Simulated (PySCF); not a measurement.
From one molecule to another.

First species: C6H8NP.
Bonds: C1–C2 (double), C2–C3, C3–C4 (aromatic), C4–N5 (aromatic), N5–C6, N5–C7 (aromatic), C7–P8 (aromatic), C3–P8 (aromatic). Hydrogens: H9, H10 on C1; H11 on C2; H12 on C4; H13, H14, H15 on C6; H16 on C7.

Second species: C₆H₈NP.
Bonds: C1–P2, P2–C3, C3–C4 (aromatic), C4–C5 (aromatic), C5–C6 (aromatic), C6–C7 (aromatic), C7–N8 (aromatic), C3–N8 (aromatic). Hydrogens: H9, H10, H11 on C1; H12 on P2; H13 on C4; H14 on C5; H15 on C6; H16 on C7.

Levels: B3LYP/def2-SVPD for dipole moment, HOMO energy, LUMO energy, HOMO–LUMO gap, static isotropic polarisability and electronic spatial extent ⟨r²⟩ about the centre of nuclear charge; TDDFT B3LYP/def2-SVPD for lowest singlet excitation; TDA B3LYP/def2-SVPD for lowest triplet excitation (Tamm–Dancoff); GFN2-xTB for rotational constant A and rotational constant C. Geometries: GFN2-xTB. Each species is one conformer at its optimised geometry, gas phase, non-relativistic unless stated. Electronic properties by PySCF.

Dipoles, sizes and rotational constants follow the conformer. The torsions of the flexible species, by atom-mapped SMILES:
- `[CH2:1]=[CH:2][c:3]1[cH:4][n:5]([CH3:6])[cH:7][p:8]1`: C1–C2–C3–C4 -179°
- `[CH3:1][PH:2][c:3]1[cH:4][cH:5][cH:6][cH:7][n:8]1`: C1–P2–C3–C4 -152°

Question: Which of the two has the higher T1 energy, and by how much?

Answer: The second: 3.91 eV against 3.26 eV, a difference of 0.65 eV.

Question: Which has the higher HOMO energy?

Answer: The first: -5.91 eV against -6.40 eV, a difference of 0.49 eV.

Question: Which of the two has the higher dipole moment, and by how much?

Answer: The first: 4.02 D against 1.97 D, a difference of 2.05 D.

Question: Which of the two has the higher HOMO–LUMO gap, and by how much?

Answer: The second: 5.32 eV against 5.07 eV, a difference of 0.25 eV.

Question: Which of the two has the higher ⟨r²⟩, and by how much?

Answer: The first: 1225 bohr² against 1201 bohr², a difference of 24 bohr².

Question: Which has the higher rotational constant A?

Answer: The second: 4.153 GHz against 3.931 GHz, a difference of 0.222 GHz.

Question: Which has the higher LUMO energy?

Answer: The first: -0.84 eV against -1.08 eV, a difference of 0.24 eV.

Question: Which has the higher rotational constant C?

Answer: The second: 0.964 GHz against 0.947 GHz, a difference of 0.017 GHz.

On the first: In wavenumbers S1 is 36800 cm⁻¹ (1 eV = 8065.54 cm⁻¹). S1 lies 0.51 eV below the HOMO–LUMO gap; its leading configuration is HOMO→LUMO, weight 0.77. GFN2-xTB frequencies show an imaginary mode (30i cm⁻¹), so this geometry is no minimum at that level.

On the second: The vertical singlet–triplet gap S1 − T1 is 0.61 eV (TDDFT singlet less Tamm–Dancoff triplet; S1: HOMO→LUMO, weight 0.78; T1: HOMO→LUMO, weight 0.43, beside HOMO→LUMO+1, weight 0.40). The polarisability is 15.29 Å³ as a volume (1 au = 0.148185 Å³), or 1.56 au for each of the 66 electrons.
